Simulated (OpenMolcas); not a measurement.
**O+: from RASSCF to RASPT2**

| Property | Result |
| --- | --- |
| Program | OpenMolcas 26.06 |
| Basis | ANO-RCC-VQZP [5s4p3d2f1g] |
| Scalar Hamiltonian | DKH2, point nucleus |
| Active space | 3 electrons in 9 orbitals (RAS2 2p; RAS3 3s 3d, at most 1 electron) |
| State averaging | 2S+1 = 4 odd, 1 root; 2S+1 = 2 odd, 8 roots; 2S+1 = 4 even, 3 roots; 2S+1 = 2 even, 9 roots |
| Spin-orbit coupling | RASSI with atomic mean-field integrals over the reference wave functions, term energies averaged over their components |

Methods on the same reference wave functions:
A. RASSCF
B. SS-RASPT2, IPEA 0.25 Eh, imaginary shift 0.1 Eh (closed shells correlated: 1s 2s)

Energies in cm-1 above 2s2 2p3 4S* 3/2, the measured ground level; measured values from NIST Handbook of Basic Atomic Spectroscopic Data.

```
            Level       A       B  Measured
  2s2 2p3 4S* 3/2     0.0     0.0       0.0
  2s2 2p3 2D* 3/2   30589   27310     26831
  2s2 2p3 2D* 5/2   30591   27310     26811
  2s2 2p3 2P* 1/2   50653   44840     40470
  2s2 2p3 2P* 3/2   50655   44840     40468
2s2 2p2 3s 4P 1/2  192061  192770    185235
2s2 2p2 3s 4P 3/2  192169  192870    185341
2s2 2p2 3s 4P 5/2  192348  193050    185499
2s2 2p2 3s 2P 1/2  199206  199290    188889
2s2 2p2 3s 2P 3/2  199416  199500    189069
2s2 2p2 3s 2D 3/2  217129  215070    206973
2s2 2p2 3s 2D 5/2  217129  215070    206972
```

Deviations, from unrounded energies. A percentage is the sum of absolute deviations over the sum of measured energies, with the sign that they share, or ± where signs differ.

| Against measurement | Levels | A | B |
| --- | --- | --- | --- |
| mean absolute deviation (cm-1) | 11 | 8100 | 6300 |
| other terms of the ground configuration (%) | 4 | +20.7 | +7.2 |
| other configurations (%) | 7 | +4.6 | +4.4 |

B lies closest to measurement on these levels. The largest miss of B in the table is 2s2 2p2 3s 2P 3/2, by +10000 cm-1. The ranking rests on the paired levels alone, and a cruder setting can come out closer through cancelling errors.

From A to B the spin-free energies of the other terms of 2s2 2p3 shown, above 4S*, scale by a factor of 0.89.

The lowest spin-free term lies below A's lowest term by 0.117 hartree in B.

Term energies are means over components that CASPT2 splits; among the terms shown or strongly mixed into the levels shown the widest spread is 110 cm-1 (2s2 2p3 2D*, B). ANO sets are built for valence states and can reach diffuse excited orbitals poorly. With the s shell closed, the reference lacks s² → p² mixing. Without dynamic correlation excited terms often stand tens of per cent too high (terms of higher spin than the ground term too low), and those without a measured partner can miss by more than the paired ones (holds for A). Computed and measured levels are paired by configuration, term and J; levels that our copy of the source lacks, or whose pairing is in doubt (as where it misses far off the trend of its configuration), stay unpaired and out of the deviations. Only configurations of the active space appear. The table leaves out levels that lie high or whose names do not pair safely across all columns.

* marks odd parity.
